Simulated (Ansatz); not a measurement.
Total energies of C3H4O3Sn, SMILES `[OH][Sn-]1[O]C=CC=[O+]1`.

| atom | x (Å) | y (Å) | z (Å) |
| --- | --- | --- | --- |
| O1 | 0.899 | -1.876 | 1.268 |
| Sn2 | 2.047 | -0.368 | 0.660 |
| O3 | 1.012 | -0.401 | -1.245 |
| C4 | -0.176 | -0.033 | -1.461 |
| C5 | -1.013 | 0.684 | -0.613 |
| C6 | -0.637 | 1.163 | 0.637 |
| O7 | 0.469 | 1.007 | 1.225 |
| H8 | 1.360 | -2.560 | 1.759 |
| H9 | -0.577 | -0.301 | -2.446 |
| H10 | -2.008 | 0.918 | -0.965 |
| H11 | -1.375 | 1.767 | 1.181 |

The species carries charge 0 and has multiplicity 1. Correlated methods include outer-core shells of Sn, which these sets cover unevenly. Sn: def2 effective core potential. All single points use the PBE0-D4/def2-TZVP geometry. It is one conformer, not always the lowest. Basis def2-TZVPP, Ansatz 0.2.0.

RPA on PBE orbitals: Hartree–Fock energy of these orbitals -553.97731 Eh, correlation -2.23596 Eh (frozen core).

```json
{"functional": "PBE0", "energy without D4 (Eh)": "-556.53389", "D4 term (kJ/mol)": "-27.2"}
{"functional": "BHLYP", "energy without D4 (Eh)": "-556.65319", "D4 term (kJ/mol)": "-41.3"}
```

Give the same for LDA (SPW92), PBE, revPBE, BLYP, r2SCAN, B97M-V, B3LYP, r2SCANh, r2SCAN0, HSE06 (plane-wave form), CAM-B3LYP, LC-ωPBE, ωB97X-V, ωB97M-V, B2PLYP, PBE-QIDH. (An estimate is asked.)

Ansatz gave: 
```
             functional  energy without D4 (Eh)  D4 term (kJ/mol)
            LDA (SPW92)              -553.91813                 –
                    PBE              -556.53272             -32.1
                 revPBE              -556.85456             -93.5
                   BLYP              -556.79456             -70.1
                 r2SCAN              -556.81979              -7.7
                 B97M-V              -556.84915                 –
                  B3LYP              -556.98774             -52.0
                r2SCANh              -556.78376              -8.3
                r2SCAN0              -556.73197              -9.2
HSE06 (plane-wave form)              -556.51624             -25.5
              CAM-B3LYP              -556.76098             -27.9
                LC-ωPBE              -556.71035                 –
                ωB97X-V              -556.77661                 –
                ωB97M-V              -556.75800                 –
                 B2PLYP              -556.46232                 –
               PBE-QIDH              -556.28106                 –
```

B3LYP takes the VWN-RPA correlation (the form of Gaussian; ORCA's B3LYP/G). HSE06 is the plane-wave form, built on full-range PBE exchange. The double hybrids freeze the cores in their second-order part.

LC-ωPBE has ω = 0.4 bohr⁻¹.
